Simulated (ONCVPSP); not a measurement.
Cutoff test, Al (Z = 13), ONCV

```json
{"Element": "Al (Z = 13)", "Generator": "ONCVPSP 4.0.1", "Type": "optimised norm-conserving Vanderbilt (ONCV)", "Functional": "PBEsol", "Relativity": "scalar-relativistic", "Frozen core": "[Ne]", "Valence charge": "3", "Reference configuration": "3s2 3p0.5 (charge +0.5)", "Partial waves": "3s: rc 1.60 bohr, ncon 5, nbas 8, qcut 4.2 1/bohr, 2 projectors, debl 2.8 Ha; 3p: rc 1.90 bohr, ncon 4, nbas 9, qcut 5 1/bohr, 2 projectors, debl 2.4 Ha; d scattering state at 0.06 Ha: rc 1.90 bohr, ncon 3, nbas 8, qcut 5.3 1/bohr, 1 projector", "Local potential": "polynomial inside 1.05 bohr (lpopt 5, dvloc0 3 Ha)", "Core correction": "Teter function fitted to the true core (icmod 2), fcfact 0.35"}
```

Task: For each optimised wave give the share of its norm inside rc, the residual kinetic energy above qcut (Ha) and the cutoffs (Ha) for errors of 10, 1, 0.1 and 0.01 mHa per electron.

Result:

| wave | norm inside rc | residual KE | 10 mHa | 1 mHa | 0.1 mHa | 0.01 mHa |
| --- | --- | --- | --- | --- | --- | --- |
| 3s | 0.166 | 4.4e-03 | 3.6 | 47.0 | 62.4 | 70.9 |
| s projector 2 | 0.108 | 2.3e-02 | 11.0 | 37.8 | 81.5 | 93.2 |
| 3p | 0.156 | 1.4e-05 | 1.4 | 2.2 | 4.9 | 18.9 |
| p projector 2 | 0.136 | 2.5e-03 | 4.6 | 37.3 | 93.0 | 113.4 |
| d projector 1 | 0.075 | 1.7e-05 | 3.7 | 8.1 | 11.5 | 17.7 |

The occupied waves need 47 Ha and 62 Ha for 1 and 0.1 mHa. Note: ghosts flagged at negative energy: s at -97.1 eV; no localised positive-energy state flagged. A true bound ghost makes a file unfit for plane-wave use.
